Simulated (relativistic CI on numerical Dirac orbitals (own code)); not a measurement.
Energy levels of Tb12+

These numbers are calculated, not measured: Dirac-Coulomb-Breit CI, KLI orbitals optimised for each configuration, model QED (radiative potential, 1s self-energy scaled to tabulated hydrogen-like ionisation energies), unscaled Slater integrals (own radial code, finite nucleus).

Configurations in the expansion (outside the closed core [Kr] 4d10): 4f⁵5s², 4f⁷, 4f³5s²5p², 4f⁶5s, 4f³5s²5p6s, 4f⁴5s²6s, 4f³5s²6s², 4f⁴5s²7s, 4f⁵6s². The list is cut by size and lacks configurations that can hold low levels.

The lowest level is 4f⁵5s² ⁶H°5/2, with 95 % of that term; Hund's rules for 4f⁵5s² give ⁶H° with J = 5/2, in agreement.

| No. | Configuration | Term | J | E (cm⁻¹) | % | Lifetime (s) |
| --- | --- | --- | --- | --- | --- | --- |
| 1 | 4f⁵5s² | ⁶H° | 5/2 | 0.0 | 95 |  |
| 2 | 4f⁵5s² | ⁶H° | 7/2 | 1932.8 | 96 | 1.65e+00 |
| 3 | 4f⁵5s² | ⁶H° | 9/2 | 4147.0 | 98 | 8.67e-01 |
| 4 | 4f⁵5s² | ⁶H° | 11/2 | 6533.9 | 98 | 7.31e-01 |
| 5 | 4f⁵5s² | ⁶H° | 13/2 | 9013.4 | 97 | 8.38e-01 |
| 6 | 4f⁵5s² | ⁶H° | 15/2 | 11517.9 | 94 | 1.45e+00 |
| 7 | 4f⁵5s² | ⁶F° | 1/2 | 11571.0 | 96 | 8.34e+02 |
| 8 | 4f⁵5s² | ⁶F° | 3/2 | 11947.8 | 94 | 1.31e+01 |
| 9 | 4f⁵5s² | ⁶F° | 5/2 | 12787.7 | 92 | 3.21e+00 |
| 10 | 4f⁵5s² | ⁶F° | 7/2 | 14383.1 | 93 | 1.84e+00 |
| 11 | 4f⁵5s² | ⁶F° | 9/2 | 16571.3 | 96 | 1.31e+00 |
| 12 | 4f⁵5s² | ⁶F° | 11/2 | 19127.1 | 97 | 1.60e+00 |
| 13 | 4f⁵5s² | ⁴G° | 5/2 | 29255.9 | 48 | 2.03e-02 |
| 14 | 4f⁵5s² | ⁴F° | 3/2 | 30571.5 | 95 | 4.10e-02 |
| 15 | 4f⁵5s² | ⁴M° | 15/2 | 31904.4 | 75 | 4.60e-01 |
| 16 | 4f⁵5s² | ⁴G° | 7/2 | 33136.0 | 59 | 2.35e-02 |
| 17 | 4f⁵5s² | ⁴I° | 9/2 | 33556.3 | 94 | 5.17e-02 |
| 18 | 4f⁵5s² | ⁴I° | 11/2 | 34299.9 | 68 | 3.82e-02 |
| 19 | 4f⁵5s² | ⁴I° | 13/2 | 35004.3 | 46 | 4.01e-02 |
| 20 | 4f⁵5s² | ⁴M° | 17/2 | 35149.9 | 86 | 7.65e-01 |
| 21 | 4f⁵5s² | ⁴F° | 5/2 | 37092.2 | 52 | 2.08e-02 |
| 22 | 4f⁵5s² | ⁴I° | 15/2 | 37255.7 | 48 | 3.21e-02 |
| 23 | 4f⁵5s² | ⁴M° | 19/2 | 37830.8 | 91 | 1.15e+00 |
| 24 | 4f⁵5s² | ⁴G° | 9/2 | 37940.5 | 72 | 3.14e-02 |
| 25 | 4f⁵5s² | ⁴M° | 21/2 | 39942.2 | 93 | 3.44e+00 |
| 26 | 4f⁵5s² | ⁴L° | 13/2 | 40504.9 | 63 | 5.19e-02 |
| 27 | 4f⁵5s² | ⁴K° | 11/2 | 41208.4 | 68 | 6.20e-02 |
| 28 | 4f⁵5s² | ⁴D° | 5/2 | 41491.4 | 31 | 5.48e-02 |
| 29 | 4f⁵5s² | ⁴F° | 7/2 | 41881.9 | 57 | 2.45e-02 |
| 30 | 4f⁵5s² | ⁴L° | 15/2 | 41958.0 | 53 | 8.36e-02 |
| 31 | 4f⁵5s² | ⁴G° | 11/2 | 43019.8 | 79 | 7.87e-02 |
| 32 | 4f⁵5s² | ⁴L° | 17/2 | 43721.2 | 47 | 1.57e-01 |
| 33 | 4f⁵5s² | ⁴D° | 1/2 | 44051.0 | 59 | 2.46e-02 |
| 34 | 4f⁵5s² | ⁴K° | 13/2 | 44146.0 | 62 | 1.52e-01 |
| 35 | 4f⁵5s² | ⁶P° | 3/2 | 44323.6 | 43 | 5.66e-02 |
| 36 | 4f⁵5s² | ⁴F° | 9/2 | 45917.3 | 65 | 3.68e-02 |
| 37 | 4f⁵5s² | ⁴D° | 7/2 | 46805.6 | 66 | 6.59e-02 |
| 38 | 4f⁵5s² | ⁴K° | 17/2 | 47357.6 | 38 | 3.13e-01 |
| 39 | 4f⁵5s² | ⁴K° | 15/2 | 47417.3 | 56 | 1.58e-01 |
| 40 | 4f⁵5s² | ⁴H° | 7/2 | 47528.1 | 90 | 3.66e-02 |
| 41 | 4f⁵5s² | ⁴D° | 3/2 | 47893.4 | 57 | 2.91e-02 |
| 42 | 4f⁵5s² | ⁴L° | 19/2 | 48471.7 | 86 | 1.95e-01 |
| 43 | 4f⁵5s² | ⁶P° | 5/2 | 48887.4 | 54 | 4.27e-02 |
| 44 | 4f⁵5s² | ⁴H° | 9/2 | 48952.3 | 70 | 2.91e-02 |
| 45 | 4f⁵5s² | ⁴H° | 11/2 | 49479.5 | 67 | 3.03e-02 |

Energies count from the lowest computed level; ° marks odd parity; lifetimes are radiative, by E1, M1, E2, M2 decay to levels of this space only.

The mean weight of the leading LS term, summed over parents, in these 45 levels is 73 %, and that of the leading jj configuration (from the same eigenvectors) 50 %, so LS coupling describes them better.

At this charge energies of transitions that change n are usually good to better than 1 %, and those within a shell (Δn = 0) to a few per cent. Terms inside the open d or f shell come out 10 to 20 % too wide with unscaled integrals. Levels and lines within the n = 5 or 6 shells can be off by up to 10 % or somewhat more, and those that change n by about 2 %, since core polarisation is missing.

Landé's interval rule says that E(J) − E(J−1) = AJ with one A. For the ground term the intervals give A = 552.2, 492.0, 434.0, 381.5, 333.9 cm⁻¹ for J = 7/2, 9/2, 11/2, 13/2, 15/2; the multiplet is regular.

LS names give the leading component of a level, which can be under half, so a name can repeat, a term be missing and a line seem to break the LS rules.
